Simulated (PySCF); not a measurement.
Computed with PySCF, PBE0, basis Bi def2-SVP with ECP60, Cl def2-SVP (scalar-relativistic core potentials, no spin–orbit coupling, density fitting). Open shells, if any, are unrestricted.

**Question.** What shape and geometry does isolated singlet BiCl₅ take (every ligand bound to Bi)?

**Answer.** Counting electrons, bismuth keeps none of its valence electrons outside its bonds, so the VSEPR class is AX5 and the expected shape is trigonal bipyramidal (D3h), as computed. The lowest minimum found is a singlet of D3h symmetry with Bi–Cl 2.441 Å (×3), Bi–Cl 2.465 Å (×2); Cl–Bi–Cl 90.0° (×6), Cl–Bi–Cl 120.0° (×3), Cl–Bi–Cl 180.0°. Its harmonic wavenumbers are 46 (e'), 127 (e'), 138 (a2''), 139 (e''), 305 (a1'), 321 (a1'), 337 (a2''), 347 (e') cm⁻¹ and its dipole moment is 0.00 D.

With an element this heavy the missing spin–orbit coupling can shift these numbers.
